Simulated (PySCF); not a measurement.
CH10GeOSi2, SMILES [SiH3]O[SiH2][CH2][GeH3], singlet (GFN2-xTB optimised geometry):

```
15

Si     2.366     1.110    -2.575
O      2.417     0.056    -1.345
Si     1.837    -0.632     0.000
C     -0.061    -0.632     0.000
Ge    -0.865     1.157     0.000
H      1.230     0.753    -3.426
H      3.649     0.917    -3.244
H      2.210     2.456    -2.023
H      2.351    -2.002    -0.050
H      2.357     0.135     1.133
H     -0.433    -1.180    -0.866
H     -0.412    -1.166     0.883
H     -0.359     2.002     1.129
H     -0.623     1.911    -1.268
H     -2.357     1.070     0.171
```

Level of theory: PySCF 2.14.0 with CAM-B3LYP/def2-TZVP.

Question: What are the frontier orbital energies and the dipole moment?

Answer: HOMO-2 -10.46 eV, HOMO-1 -9.94 eV, HOMO -9.61 eV, LUMO 0.95 eV, LUMO+1 1.49 eV; dipole moment 0.68 D.

Meta-Löwdin charges at CAM-B3LYP/def2-TZVP: Si1 0.80, O2 -0.85, Si3 0.92, C4 -0.67, Ge5 0.38, H6 -0.13, H7 -0.12, H8 -0.13, H9 -0.13, H10 -0.14, H11 0.13, H12 0.14, H13 -0.07, H14 -0.07, H15 -0.07.
